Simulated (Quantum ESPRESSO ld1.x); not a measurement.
Results of a calculation; reference values are marked as such.
Species: the technetium ion Tc7+. Configuration: [Kr].

Level of theory: scalar-relativistic Kohn-Sham, LDA (Slater exchange, Perdew-Zunger correlation), spin-polarised, spherical densities, point nucleus (ld1.x of Quantum ESPRESSO 7.5).

Energy parts (hartree):
| part | energy |
|---|---|
| total | -4269.7655 |
| kinetic | 4408.3038 |
| electron-nucleus | -10153.3057 |
| Hartree | 1595.6404 |
| exchange-correlation | -120.4040 |

Orbitals (lengths in bohr, moments of r in powers of bohr; r(90%) holds 90 % of the orbital's charge):
1s: occ. 2; eigenvalue (hartree) -769.815; r(90%) 0.0615; <r^2> 0.001590; <r^4> 6.543e-06
2s: occ. 2; eigenvalue (hartree) -113.279; r(90%) 0.231; <r^2> 0.02643; <r^4> 0.001201
2p: occ. 6; eigenvalue (hartree) -101.872; r(90%) 0.212; <r^2> 0.02078; <r^4> 0.0008591
3s: occ. 2; eigenvalue (hartree) -22.9179; r(90%) 0.614; <r^2> 0.1978; <r^4> 0.06037
3p: occ. 6; eigenvalue (hartree) -19.1736; r(90%) 0.628; <r^2> 0.2014; <r^4> 0.06583
3d: occ. 10; eigenvalue (hartree) -13.1045; r(90%) 0.634; <r^2> 0.1896; <r^4> 0.06868
4s: occ. 2; eigenvalue (hartree) -6.32948; r(90%) 1.46; <r^2> 1.152; <r^4> 1.930
4p: occ. 6; eigenvalue (hartree) -5.23162; r(90%) 1.58; <r^2> 1.340; <r^4> 2.661

The highest occupied level is 4p at -142.36 eV. For comparison, the ionisation energy in NIST's Atomic Spectra Database is 150 eV (theoretical). In exact Kohn-Sham theory the highest level is minus the ionisation energy, but local and semilocal functionals leave it too shallow, through self-interaction and a potential that decays too fast; potentials with the right tail come closer.
